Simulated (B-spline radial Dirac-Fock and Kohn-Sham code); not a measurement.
# Binding energies of Ho⁵²⁺ at several levels of theory

System: holmium as Ho⁵²⁺, configuration [Ne] 3s2 3p3.

The density-functional columns are spherical, spin-unpolarised Dirac-Kohn-Sham results without Breit or QED terms: −ε is minus the orbital energy of the initial state and ΔSCF the difference of two total energies. The reference in the last column comes from ΔSCF Dirac-Fock with Breit, self-energy and vacuum polarisation, finite nucleus, configuration average. All numbers are from a B-spline atomic structure program, in eV; a selection of levels is shown. The Kohn-Sham columns are given as differences from the reference. For the 1s level of heavy atoms much of the gap between ΔSCF and the reference is the Breit and QED part, -250.6 eV here; for other levels the error of the functional can be larger.

```tsv
level	LDA −ε − DF	LDA ΔSCF − DF	Dirac-Fock
1s	-296.7	+240.3	59454.9
2s	-171.3	-39.9	13051.7
2p3/2	-131.9	+13.0	11739.0
3s	-52.2	+2.5	5178.7
3p	-47.8	+8.5	4877.3
```

Values without a named source are computed, but for edge energies of neutral atoms, which are taken from tables.
